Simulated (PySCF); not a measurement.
## Krypton: a sound run and one with changed settings

Sound run: Kr⁺ [Ar] 3d10 4s2 4p5, Kr²⁺ [Ar] 3d10 4s2 4p4. Computed with PySCF 2.14 in cc-pVDZ-PP with ECP10MDF (4s3p2d, 23 functions), with a scalar-relativistic core potential. In the sound run the correlated levels freeze 3s2 3p6 3d10 outside the core potential. The sound run starts from symmetry-adapted Hartree-Fock orbitals and uses a fine grid where one is needed.

A second run was set up differently.

| species | method | sound run (hartree) | changed run (hartree) | converged |
| --- | --- | --- | --- | --- |
| Kr⁺ | MP2 | -461.78913 | -461.80856 | yes |
| Kr²⁺ | MP2 | -460.91384 | -460.93221 | yes |

Ionisation energy of Kr⁺:

| method | sound run (eV) | changed run (eV) |
| --- | --- | --- |
| UHF | 23.267 | 23.267 |
| MP2 | 23.818 | 23.847 |
| SCS-MP2 | 23.788 | 23.805 |

(1) What was changed?
A. level shift left on
B. too few SCF iterations
C. all electrons correlated in a valence basis
D. a valence shell is frozen

Answers

(1) C. A valence basis has no tight correlating functions, so it recovers only part of the core correlation, and not evenly between atom and ion.
